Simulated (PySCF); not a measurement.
**SrO at PBE0**

Computed with PBE0; basis Sr x2c-TZVPPall, O x2c-TZVPPall; spin-free X2C with a Gaussian nucleus; PySCF 2.14.

For SrO, the state is triplet, unpaired electrons π ↑↑, a mixture of terms (⟨Lz²⟩ = 2.0), a second solution, started from another occupation, the bond length is 2.181 Å and the harmonic wavenumber is 482 cm⁻¹. The force constant is 1.85 mdyn/Å, the rotational constant Be is 0.2619 cm⁻¹ and the anharmonicity ωexe is 2.35 cm⁻¹. The vibration–rotation constant αe is 0.00175 cm⁻¹, the energy of the minimum from ground-state Sr + O is -1.68 eV and the bond order (Mayer) is 0.83. The dipole moment (positive dipole means Sr(−)O(+)) is -2.28 D.

Spin–orbit coupling is left out. Counting both spins, an empty level lies below a filled one in this solution, because spin and occupation are held.
